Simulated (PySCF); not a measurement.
AlH₄N, AlH₃N, AlH₆N₃, B₂H₂O (calculated)

Computed with PySCF 2.14.0. Calculation on a computer-drawn molecule: optimised geometry and harmonic frequencies of an isolated molecule of the commonest isotopes, restricted reference for singlets and unrestricted otherwise, frozen core in MP2.

Common to all runs: charge 0.

(1) AlH₄N

Start structure:
```xyz
6
AlH4N
N      0.4013     0.5201     1.3219
Al     1.9842     0.7852     2.0789
H     -0.0979     1.1495     0.6948
H     -0.1807    -0.2784     1.3656
H      2.0775     1.4954     3.4170
H      3.2186     0.3693     1.3541
```

```
multiplicity                                  : 1
method                                        : HF
basis                                         : cc-pV(D+d)Z
rotational constants                          : 96.55, 13.14, 11.57 GHz
total energy                                  : -298.7241 hartree
convergence status largest gradient component : 2.077e-05 hartree/bohr
```

Drawn bonds:
```csv
atom,other atom,order
1,2,1
1,3,1
1,4,1
2,5,1
2,6,1
```

Optimised structure:
```xyz
6
AlH4N
N      0.3971     0.5293     1.3036
Al     1.9678     0.8001     2.0579
H     -0.4494     1.0140     1.5377
H      0.2117    -0.1334     0.5737
H      2.0780     1.8878     3.1967
H      3.1978    -0.0566     1.5627
```

Modes:
```csv
frequency (cm⁻¹),reduced mass (dalton)
458.2,1.042
477.6,1.255
497.3,1.008
658.2,1.154
776.9,1.336
799.4,1.471
871,2.289
1675,1.111
1991,1.062
2000,1.023
3776,1.052
3859,1.094
```

(2) AlH₃N

Start structure:
```xyz
5
AlH3N
N      1.4810    -0.5624     0.1020
Al     1.0531    -0.0744    -1.5444
H      1.6558     0.0589     0.8698
H      1.5852    -1.5127     0.4103
H      0.8229    -1.2507    -2.5940
```

```
multiplicity                                  : 2
method                                        : MP2
basis                                         : cc-pV(D+d)Z
rotational constants                          : 153, 13.57, 12.46 GHz
total energy                                  : -298.3406 hartree
spin squared                                  : 0.7547
convergence status largest gradient component : 2.466e-05 hartree/bohr
```

Drawn bonds:
```csv
atom,other atom,order
1,2,1
1,3,1
1,4,1
2,5,1
```

Optimised structure:
```xyz
5
AlH3N
N      1.4808    -0.5621     0.1021
Al     1.0501    -0.0690    -1.5558
H      1.6583     0.0688     0.8804
H      1.5867    -1.5265     0.4144
H      0.8221    -1.2525    -2.5973
```

Modes:
```csv
frequency (cm⁻¹),reduced mass (dalton)
391.8,1.258
478.2,1.036
520.4,1.031
732.3,1.288
805,6.023
1543,1.113
1897,1.044
3590,1.052
3696,1.093
```

(3) AlH₆N₃

Start structure:
```xyz
10
AlH6N3
N      0.8501     0.2280    -0.8245
Al    -0.3769     0.7584     0.4169
N     -2.1427     0.7481    -0.0072
N      0.0916     1.3034     2.0235
H      1.7777     0.2078    -0.7009
H      0.5409    -0.0689    -1.6628
H     -2.9108     1.0740     0.6506
H     -2.4911     0.4807    -0.8226
H     -0.4088     1.5801     2.7896
H      1.1198     1.3258     2.2752
```

```
multiplicity                                  : 1
method                                        : HF
basis                                         : cc-pV(D+d)Z
rotational constants                          : 5.987, 5.985, 2.993 GHz
total energy                                  : -408.8867 hartree
convergence status largest gradient component : 2.154e-05 hartree/bohr
```

Drawn bonds:
```csv
atom,other atom,order
1,2,1
2,3,1
2,4,1
1,5,1
1,6,1
3,7,1
3,8,1
4,9,1
4,10,1
```

Optimised structure:
```xyz
10
AlH6N3
N      0.7822     0.2389    -0.7980
Al    -0.3949     0.7637     0.4137
N     -2.1214     0.7617     0.0286
N      0.1542     1.2906     2.0106
H      1.7742     0.1989    -0.6640
H      0.5621    -0.0660    -1.7266
H     -2.8541     1.0499     0.6482
H     -2.5211     0.4742    -0.8438
H     -0.4403     1.5949     2.7573
H      1.1089     1.3305     2.3117
```

Modes:
```csv
frequency (cm⁻¹),reduced mass (dalton)
46.99,1.008
213.6,2.598
213.6,2.597
293.9,3.517
317.7,1.142
317.9,1.143
336.5,1.104
336.7,1.105
376.2,1.464
603.3,1.156
688.7,5.064
716.8,1.448
716.8,1.448
913.9,5.648
914,5.651
1674,1.114
1674,1.114
1689,1.101
3786,1.052
3786,1.052
3788,1.052
3865,1.093
3865,1.093
3865,1.093
```

(4) B₂H₂O

Start structure:
```xyz
5
B2H2O
B      1.8711    -1.5153     0.0784
B      2.5916    -0.0342    -0.3476
O      3.0944     0.9995    -0.6448
H      1.4106    -2.2208    -0.7670
H      1.8255    -1.8502     1.2230
```

```
multiplicity                                  : 1
method                                        : MP2
basis                                         : cc-pVDZ
rotational constants                          : 232.9, 7.683, 7.438 GHz
total energy                                  : -125.7639 hartree
convergence status largest gradient component : 3.327e-05 hartree/bohr
```

Drawn bonds:
```csv
atom,other atom,order
1,2,1
2,3,2
1,4,1
1,5,1
```

Optimised structure:
```xyz
5
B2H2O
B      1.8708    -1.5158     0.0785
B      2.5880    -0.0414    -0.3456
O      3.1057     1.0226    -0.6514
H      1.4060    -2.2293    -0.7690
H      1.8227    -1.8571     1.2295
```

Modes:
```csv
frequency (cm⁻¹),reduced mass (dalton)
305.5,2.912
319.2,5.253
739.2,4.759
794.1,1.575
983,1.413
1225,1.16
1939,12.01
2667,1.055
2760,1.127
```
